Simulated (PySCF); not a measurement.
Isomers of C3H9ClSi, one GFN2-xTB conformer each. Single-point energies are computed at PBE0/pcSseg-1 (PySCF, gas phase, no added dispersion term), electronic only.

Question: Rank them by PBE0/pcSseg-1 energy, lowest first (kcal/mol).
A. `[CH3:1][CH2:2][SiH2:3][CH2:4][Cl:5]` with C1–C2–Si3–C4 180°, C2–Si3–C4–Cl5 -60°
B. Me3SiCl (`C[Si](C)(C)Cl`)

Answer: B (0.0), A (55.7).

GFN2-xTB itself gives, in the same order: 0.0, 27.6. Both levels put the same isomer lowest.

Question: Which frontier levels, dipoles and rotational constants go with these structures?

Answer: 
```tsv
SMILES	HOMO (eV, PBE0/pcSseg-1)	LUMO (eV)	dipole (D)	A, B, C (MHz)
C[Si](C)(C)Cl	-8.40	1.18	2.12	3038, 2166, 2165
CC[SiH2]CCl	-7.92	0.42	1.80	5869, 1403, 1217
```

---

Isomers of [HN2O]+ (charge +1), one GFN2-xTB conformer each. Single-point energies are computed at PBE0/pcSseg-1 (PySCF, gas phase, no added dispersion term), electronic only.

Task: Rank them by PBE0/pcSseg-1 energy, lowest first (kJ/mol).
A. protonated nitrous oxide (`N=[N+]=O`)
B. protonated nitrous oxide (`N#[N+]O`)

Result: A (0.0), B (3.7).

As drawn, the lower has an N–H bond, which the higher lacks; the higher has an O–H bond, which the lower lacks. Neighbours under 21 kJ/mol apart (N=[N+]=O and N#[N+]O) can change places with a better method, another conformer or zero-point energy. GFN2-xTB itself gives, in the same order: 0.0, 73.8. Both levels put the same isomer lowest.

Task: Which frontier levels and rotational constants go with these structures?

Result: 
```
  SMILES  HOMO (eV, PBE0/pcSseg-1)  LUMO (eV)         A, B, C (MHz)
N=[N+]=O                    -18.42      -8.61       –, 12147, 12147
 N#[N+]O                    -19.02      -9.00  822930, 11938, 11767
```
